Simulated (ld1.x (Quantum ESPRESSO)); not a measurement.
## Cd: excitation energies, all-electron against TM

Cd (Z = 48), norm-conserving Troullier–Martins (Kleinman–Bylander form), made with ld1.x (Quantum ESPRESSO) 7.5 (PBE, fully relativistic). Core [Kr], reference 4d10 5s0 5p0 (charge +2). Waves: 5s (bound, empty): rc 2.15 bohr; 4d (bound): rc 1.20 bohr; 5p (bound, empty): rc 2.35 bohr. Local part: the p channel. Core correction: a·sin(br)/r model core inside 0.80 bohr.

Open shells are filled in proportion to 2j + 1 (rel_dist='average').

Energies are relative to the spin-unpolarised reference configuration 4d10 5s0 5p0; without spin polarisation the order of configurations can differ from experiment. The p channel is local and has no spin–orbit splitting in the pseudo-atom.

(1) Give the all-electron excitation energy and the error of the potential for: 4d10 5s2 5p0; 4d10 5s1 5p0; 4d9 5s0 5p0; 4d9 5s2 5p0; 4d10 5s1 5p1; 4d10 5s0 5p2; 4d10 5s0 5p1.

## Answers

(1)

| valence configuration | charge | ΔE all-electron (eV) | error AE − PS (meV) |
| --- | --- | --- | --- |
| 4d10 5s2 5p0 | 0 | -26.401 | -27 |
| 4d10 5s1 5p0 | +1 | -17.127 | -12 |
| 4d9 5s0 5p0 | +3 | 38.007 | -317 |
| 4d9 5s2 5p0 | +1 | -8.425 | -343 |
| 4d10 5s1 5p1 | 0 | -21.742 | -21 |
| 4d10 5s0 5p2 | 0 | -16.745 | -18 |
| 4d10 5s0 5p1 | +1 | -11.358 | -11 |
